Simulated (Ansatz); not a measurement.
```yaml
crystal:
  periodic: [false, false, false]
  atoms:
    - {symbol: O, position_ang: [2.198867, -0.468952, 0.352942]}
    - {symbol: Si, position_ang: [1.792411, 1.036622, -0.093701]}
    - {symbol: O, position_ang: [3.109805, 1.948393, 0.134040]}
    - {symbol: O, position_ang: [1.279454, 1.171272, -1.632225]}
    - {symbol: O, position_ang: [0.556684, 1.565191, 0.877917]}
    - {symbol: Ge, position_ang: [-0.539196, 0.711634, 1.906132]}
    - {symbol: Cl, position_ang: [0.349924, 0.019212, 3.688809]}
    - {symbol: Cl, position_ang: [-2.147801, 2.013197, 2.359323]}
    - {symbol: O, position_ang: [-1.211621, -0.682063, 1.078680]}
    - {symbol: Si, position_ang: [-1.346800, -1.207177, -0.444284]}
    - {symbol: O, position_ang: [0.033869, -2.029528, -0.753484]}
    - {symbol: O, position_ang: [-1.407764, 0.000798, -1.549566]}
    - {symbol: O, position_ang: [-2.700184, -2.083843, -0.623414]}
    - {symbol: H, position_ang: [1.665503, -1.181363, -0.021503]}
    - {symbol: H, position_ang: [3.083627, 2.845864, -0.198231]}
    - {symbol: H, position_ang: [0.351798, 0.957223, -1.791641]}
    - {symbol: H, position_ang: [0.136853, -2.402740, -1.631437]}
    - {symbol: H, position_ang: [-2.259211, 0.411692, -1.711844]}
    - {symbol: H, position_ang: [-2.987819, -2.629835, 0.109888]}
basis:
  gaussian: {orbitals: cc-pVTZ-PP, nuclear_model: gaussian}
hamiltonian: {xc: {name: rPW86-PBE}}
output: {forces: true}
```

```sh
$ ansatz run in.yaml --threads 11 --pin off --events-out ev --progress --plain --max-ram 174080MiB --backend cpu
```

Q: How does Ansatz answer? (An estimate is asked.)

A: Computed: The program refused the input.
```
Functional definition: rPW86-PBE
Error: <dir> the basis set cc-pVTZ-PP has no functions for O
```
